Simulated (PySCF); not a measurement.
**Nuclear quadrupole coupling in `CC#C[SiH2]OC(C)=O`**

C5H8O2Si.
Cartesian coordinates in Å at the GFN2-xTB level; atoms count from 1:
```xyz
16
C5H8O2Si angstrom
C      3.8471   -0.5897    0.5637
C      2.5808   -0.2258   -0.0294
C      1.5198    0.0751   -0.5154
Si    -0.0680    0.5516   -1.3154
O     -1.1497    0.0857   -0.1276
C     -2.4590    0.2286   -0.2422
C     -3.2032   -0.2745    0.9662
O     -2.9767    0.7097   -1.2152
H      4.5114   -0.9946   -0.1995
H      3.6947   -1.3426    1.3366
H      4.3141    0.2877    1.0107
H     -0.3308   -0.2233   -2.5253
H     -0.1725    1.9956   -1.5062
H     -4.2716   -0.1397    0.8269
H     -2.8690    0.2701    1.8467
H     -2.9749   -1.3278    1.1140
```

Field gradients from the PBE0/pcSseg-1 density (PySCF, non-relativistic), principal values in atomic units, ordered |Vxx| ≤ |Vyy| ≤ |Vzz|:

| atom | Vxx | Vyy | Vzz |
| --- | --- | --- | --- |
| O5 | -0.6063 | -0.7666 | 1.3730 |
| O8 | 0.6309 | 0.9966 | -1.6275 |

Task: Find the asymmetry η = (Vxx − Vyy)/Vzz and the couplings χ = eQV/h (234.96 MHz × Q in barn × V in au), with Q(17O) = −0.0256 b.

Result: 
```tsv
atom	environment	nucleus	η	χzz (MHz)	χxx (MHz)	χyy (MHz)
O5	oxygen singly bound to a carbonyl carbon	17O	0.12	-8.26	3.65	4.61
O8	carbonyl oxygen	17O	0.22	9.79	-3.80	-5.99
```

The tensor is traceless: Vxx + Vyy + Vzz = 0.

Task: What is Vzz at O5 in SI units (1 au = 9.71736 × 10²¹ V/m²)?

Result: 1.3730 au = 13.342 × 10²¹ V/m².

Task: And the gradient at the other heavy atoms, for which no coupling is worked out here?

Result: 
```json
{"atom": "C1", "environment": "propargylic carbon", "Vzz (au)": "0.130", "η": "0.01"}
{"atom": "C2", "environment": "alkyne carbon", "Vzz (au)": "-0.361", "η": "0.07"}
{"atom": "C3", "environment": "alkyne carbon", "Vzz (au)": "-0.287", "η": "0.01"}
{"atom": "Si4", "environment": "oxygen-bound silicon", "Vzz (au)": "0.633", "η": "0.69"}
{"atom": "C6", "environment": "carbonyl carbon", "Vzz (au)": "0.416", "η": "0.98"}
{"atom": "C7", "environment": "methyl carbon next to a carbonyl", "Vzz (au)": "0.100", "η": "0.55"}
```

Task: What couplings would deuterons (Q(2H) = 0.00286 b) have in place of the hydrogens, at this geometry?

Result: 
| atom | bonded to | bond length (Å) | Vzz (au) | η | χzz (kHz) |
| --- | --- | --- | --- | --- | --- |
| H9 | C1 | 1.090 | 0.3077 | 0.03 | 207 |
| H10 | C1 | 1.090 | 0.3079 | 0.02 | 207 |
| H11 | C1 | 1.090 | 0.3077 | 0.03 | 207 |
| H12 | Si4 | 1.461 | 0.1600 | 0.04 | 108 |
| H13 | Si4 | 1.460 | 0.1603 | 0.04 | 108 |
| H14 | C7 | 1.086 | 0.3129 | 0.02 | 210 |
| H15 | C7 | 1.088 | 0.3123 | 0.04 | 210 |
| H16 | C7 | 1.088 | 0.3123 | 0.04 | 210 |

One conformer (not necessarily the lowest) at the GFN2-xTB geometry, without solvent, vibrations or thermal averaging. GFN2-xTB bond lengths can be off by several hundredths of an ångström, more for odd bonds, and the gradients follow them. The basis is small and wasn't made for field gradients, so the couplings can be 20 % off.
